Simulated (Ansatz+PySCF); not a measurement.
**singlet BeH2: levels of theory in one basis**

| atom | x (Å) | y (Å) | z (Å) |
| --- | --- | --- | --- |
| H | 0.0000 | 0.0000 | -1.3391 |
| Be | 0.0000 | 0.0000 | 0.0000 |
| H | 0.0000 | 0.0000 | 1.3391 |

Basis set: 6-31G (spherical functions). All electrons are correlated. Charge 0, multiplicity 1.

Computed with Ansatz (development build ahead of 0.2.0); each method stands on the lowest determinant of its kind that the runs found.

| method | E − E(RHF) (eV) | <S²> of the determinant |
| --- | --- | --- |
| RHF | 0.00 | 0.00 |
| RHF-CCSD | -1.11 | – |
| RHF-CCSD(T) | -1.11 | – |
| full CI (lowest root of this spin) | -1.12 | – |

(1) What does RHF-MP2 give on the same scale?

(2) Is a single determinant a sound starting point here?

## Answers

(1) -0.80 eV.

(2) By this sign, yes. Unrestricted orbitals gain 0.00 eV and <S²> is 0.00 against 0.00 for a pure state.
